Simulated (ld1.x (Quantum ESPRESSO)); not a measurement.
hafnium, TM: configuration errors across variants

ld1.x (Quantum ESPRESSO) 7.5 input, shortened:

```
&input
   title='Hf', zed=72., rel=1, dft='PBE', iswitch=3,
   config='[Xe] 4f14 5d2 6s2 6p0'
 /
 &inputp
   pseudotype=2, tm=.true., lloc=2,
   nlcc=.false.
 /
3
5S  1  0   2.00   0.00  1.85  1.85  0.0
5P  2  1   6.00   0.00  1.95  1.95  0.0
5D  3  2   2.00   0.00  2.20  2.20  0.0
 &test
   configts(1)='5s2 5p6 5d2 6s2 6p0'
 /
```

Occupied shells without a wave of their own: 6s. They enter only through the test configuration that unscreens the potential.

All-electron excitation energies from the reference (eV): (1) 5s2 5p6 5d2 6s1 6p0 7.976; (2) 5s2 5p6 5d2 6s0 6p0 22.156; (3) 5s2 5p6 5d1 6s0 6p0 43.950; (4) 5s2 5p6 5d0 6s0 6p0 76.803; (5) 5s2 5p6 5d2 6s0 6p2 7.862; (6) 5s2 5p6 5d3 6s1 6p0 2.593; (7) 5s2 5p6 5d2 6s1.5 6p0 3.254.

For the base: The 6s level has no wave, so the channel is fitted at the deeper level alone: the likely source of the large errors.

On the changes marked as counting shells twice: ld1.x takes every shell without a wave as core, so the model core holds the marked electrons as well and exchange and correlation see them twice. This cancels in the reference configuration, but the file is broken for other ones, and its errors say nothing about a proper core correction.

A true bound ghost makes a file unfit for plane-wave use even where its test errors are small: the radial tests pick states by their node count and pass the ghost by.

The file “base” misses its own reference levels by 0.3 eV. The file “core correction a·sin(br)/r model core inside 0.80 bohr (6s counted twice)” misses its own reference levels by 0.3 eV. The file “core correction a·sin(br)/r model core inside 0.94 bohr (6s counted twice)” misses its own reference levels by 0.3 eV. The file “core correction a·sin(br)/r model core inside 1.18 bohr (6s counted twice)” misses its own reference levels by 0.3 eV. The file “core correction a·sin(br)/r model core inside 1.34 bohr (6s counted twice)” misses its own reference levels by 0.3 eV. The file “core correction a·sin(br)/r model core inside 1.58 bohr (6s counted twice)” misses its own reference levels by 0.3 eV. The file “core correction a·sin(br)/r model core inside 2.02 bohr (6s counted twice)” misses its own reference levels by 0.3 eV. The file “core correction a·sin(br)/r model core inside 2.20 bohr (6s counted twice)” misses its own reference levels by 0.3 eV.

Errors AE − PS in meV (a dash: test not solved or not reliable):

```csv
change,(1),(2),(3),(4),(5),(6),(7),bound ghosts
base,+419,+1062,+1475,+2016,+11373,+298,+186,p
core correction a·sin(br)/r model core inside 0.80 bohr (6s counted twice),+299,+506,+546,+652,+11101,+280,+159,p
core correction a·sin(br)/r model core inside 0.94 bohr (6s counted twice),+299,+506,+546,+653,+11124,+280,+159,p
core correction a·sin(br)/r model core inside 1.18 bohr (6s counted twice),+299,+506,+547,+654,+11179,+281,+159,p
core correction a·sin(br)/r model core inside 1.34 bohr (6s counted twice),+299,+507,+546,+652,+11216,+281,+159,p
core correction a·sin(br)/r model core inside 1.58 bohr (6s counted twice),+299,+507,+547,+654,+11267,+281,+159,p
core correction a·sin(br)/r model core inside 2.02 bohr (6s counted twice),+300,+509,+551,+681,+11311,+283,+159,p
core correction a·sin(br)/r model core inside 2.20 bohr (6s counted twice),+300,+510,+553,+690,+11316,+283,+159,p
```

(1) Give the same row for: core correction a·sin(br)/r model core inside 1.82 bohr (6s counted twice).

## Answers

(1) +300, +508, +548, +667, +11300, +282, +159; bound ghosts: p. ld1.x takes every shell without a wave as core, so the model core holds the 6s electrons as well and exchange and correlation see them twice. This cancels in the reference configuration, but the file is broken for other ones, and its errors say nothing about a proper core correction.
